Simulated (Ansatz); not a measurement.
Isolated molecules relaxed with PBE0-D4/def2-TZVP in Ansatz; ΔE leaves out vibrations. CBS: MP2 limit from def2 TZ/QZ plus the TZ coupled-cluster correction, frozen cores. This one scheme is used for every species. DFT in def2-TZVPP. HSE06 is defined as in plane-wave codes. Elements past krypton have def2 core potentials. For I outer-core shells are correlated without core-valence functions, which leaves a few kJ/mol of doubt a bond.

Consider the ligand exchange at the Si–I bond: `F[SiH]([SiH3])I` + H–F → `F[SiH](F)[SiH3]` + HI.

`F[SiH]([SiH3])I`:

```xyz
8

F    -0.814   -1.311    1.665
Si   -0.610   -0.923    0.126
Si    0.470    1.143   -0.051
I     0.799   -2.614   -0.918
H    -1.941   -0.999   -0.523
H    -0.325    2.207    0.617
H     0.612    1.459   -1.496
H     1.809    1.038    0.580
```

H–F:

Cartesian coordinates in Å:
```
F -0.455 -0.046 -0.047
H 0.455 0.046 0.047
```

`F[SiH](F)[SiH3]`:

Cartesian coordinates in Å:
```
F -0.170 0.585 2.156
Si 0.665 0.007 0.928
F 1.053 -1.494 1.294
Si -0.663 0.024 -1.000
H 1.927 0.781 0.851
H -1.041 1.426 -1.317
H 0.117 -0.541 -2.132
H -1.888 -0.788 -0.780
```

HI:

```xyz
2

I     0.517    0.615    0.054
H    -0.517   -0.615   -0.054
```

**Question.** Is it downhill or uphill in electronic energy at CCSD(T)/CBS, and by how much? (Best estimate.)

**Answer.** The calculation gave: Downhill: ΔE = -49.4 kJ/mol.

**Question.** What do these levels give: revPBE-D4, PBE0-D4, r2SCAN0-D4, HSE06-D4, BHLYP-D4, ωB97X-V, B2PLYP, PBE-QIDH, r2SCAN, HF/def2-SVP, HF/def2-TZVPP, HF/def2-QZVPP? (Best estimate.)

**Answer.** Ansatz gave: revPBE-D4 -41.8, PBE0-D4 -44.0, r2SCAN0-D4 -53.5, HSE06-D4 -43.3, BHLYP-D4 -59.7, ωB97X-V -59.6, B2PLYP -63.4, PBE-QIDH -49.1, r2SCAN -57.5, HF/def2-SVP -68.0, HF/def2-TZVPP -76.8, HF/def2-QZVPP -78.7 kJ/mol.

Largest T1 diagnostic among the species: 0.013.

Leaving LDA and LC-ωPBE aside and taking each functional with its dispersion term where it has one, the values, not all of them listed here, spread over 26.9 kJ/mol, from CAM-B3LYP-D4 to revPBE-D4. The D4 term adds +9.7 kJ/mol with B3LYP and +5.2 kJ/mol with PBE0; it sums over pairs of atoms, weighted by their polarisabilities, and B3LYP, whose exchange is more repulsive, gets the larger term. In def2-TZVPP, CCSD(T) changes the Hartree–Fock value by +17.2 kJ/mol (the triples alone add +3.9 kJ/mol) and MP2 by +27.8 kJ/mol.

B3LYP here is the variant with VWN-RPA as its local correlation; programs differ in this.
